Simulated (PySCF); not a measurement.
**1,2-elimination**

Start structure (BN₂H₄Cl, closed shell), relaxed at PBE0-D4/def2-TZVP:

```xyz
8
angstrom
B -0.1579 0.1242 0.3337
N 0.6665 0.9973 -0.3934
N -0.4782 -1.1843 -0.0613
H -0.1409 -1.6093 -0.9058
Cl -0.8501 0.7216 1.8722
H 1.1006 0.7559 -1.2657
H 0.8687 1.9249 -0.0705
H -1.0731 -1.7721 0.4916
```

The step: BN₂H₄Cl ([NH2][B]([NH2])[Cl]) → BNHCl ([NH][B][Cl]) + NH₃ (still joined by a long B–N bond); bonds formed: N2–H4; bonds broken: N3–H4; bonds weakened to dative contacts: B1–N2. Computed with PySCF 2.14 with density fitting (its default auxiliary sets; JK sets also for MP2 and CCSD(T)) (basis: def2-TZVPP and def2-QZVPP); correlated methods freeze the cores. Extrapolation: Hartree–Fock as exp(−7.88 √X), correlation as X^−2.97. Energies below are by CCSD(T) at an estimated basis limit (MP2 extrapolated from triple and quadruple zeta, plus CCSD(T) − MP2 in triple zeta).

(1) What are the electronic barrier and the energy of the step, from the start structure to the end structure? (An estimate is asked for; the value comes from the calculation.)

T1 diagnostic: at most 0.014.

Answers

(1) Computed: Barrier 60.61 kcal/mol; step energy 45.25 kcal/mol (uphill); reverse barrier, their difference, 15.36 kcal/mol. Barrier and step energy count from the start structure, the reverse barrier from the end structure.

The saddle point: One imaginary mode of 1550i cm⁻¹.
| pair | start (Å) | saddle (Å) | end (Å) |
| --- | --- | --- | --- |
| N2–H4 | 2.78 | 1.24 | 1.02 |
| B1–N2 | 1.40 | 1.56 | 1.60 |
| N3–H4 | 1.00 | 1.39 | 2.35 |

Zero-point energy (harmonic, PBE0-D4): ZPE is 37.19 kcal/mol at the start and 34.56 kcal/mol at the saddle, so the barrier goes from 60.61 to 57.98 kcal/mol.

First-order rate constant out of the start structure at 498 K by transition-state theory, with harmonic vibrational free energies alone and no tunnelling: ΔA‡ = 58.95 kcal/mol, so k = (kB T/h) exp(−ΔA‡/kB T) ≈ 10^-13 s⁻¹ (an order of magnitude at best: rotation, the number of equivalent paths and anharmonicity are left out).

Labels in which every atom is bracketed show which atoms are joined, not bond orders.

For scale, one of the runs: CCSD(T)/def2-TZVPP, 191 basis functions, launched by `OMP_NUM_THREADS=4 python run.py`. Time: 2.9 min of wall clock on 4 CPU threads of a Oxide Virtual Turin-like; the host was shared. Peak host memory: 2.2 GiB.
